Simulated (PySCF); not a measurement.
A calculated (PBE, PySCF 2.14, def2-SVP, the non-relativistic Hamiltonian (point nucleus)) atom or ion has these occupied shells.

```csv
shell,electrons,orbital energy (eV),"rms radius, mean of both spins (bohr)"
1s α,1,-533.12,0.232
1s β,1,-530.96,0.232
2s α,1,-41.128,1.21
2s β,1,-35.315,1.21
2p α,3,-26.534,1.23
```

Task: Name the element and its charge.

Result: O⁺ (oxygen, charge +1), in [He] 2s2 2p3, high-spin 4S determinant.
